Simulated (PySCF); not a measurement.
## Exercise with solution: chemical shift, span and skew from a shielding tensor

CaF, SMILES [F][Ca+], charge +1. Atoms are numbered in the order given.

```xyz
2

Ca     0.0000     0.0000    -0.5833
F      0.0000     0.0000     1.2962
```
Charge +1, spin multiplicity 1.

Geometry: PBE-D3(BJ)/def2-TZVPD. The multiplicity is an assumed one; other spin states were not compared.

GIAO shieldings from HF/pcSseg-2 (PySCF), non-relativistic, no solvent. The symmetric part of the tensor of F2 has the principal values -74.1, -74.1, 486.4 ppm. The same nucleus in CFCl3 has σ = 237.3 ppm at this level (PySCF, at its B3LYP-D3(BJ)/def2-TZVP geometry).

Question: Work out the isotropic shielding, the ¹⁹F shift against CFCl3, the span and the skew.

Answer: 
σ(iso) = (σ11 + σ22 + σ33)/3 = 112.7 ppm. δ = σ(ref) − σ(iso) = 237.3 − (112.7) = 124.6 ppm.
Span Ω = σ33 − σ11 = 560.5 ppm. Skew κ = 3(σ(iso) − σ22)/Ω = 1.00, an axial tensor. Tumbling in solution averages the tensor to δ; in a static solid the shielding alone would spread this spin-1/2 line over Ω.
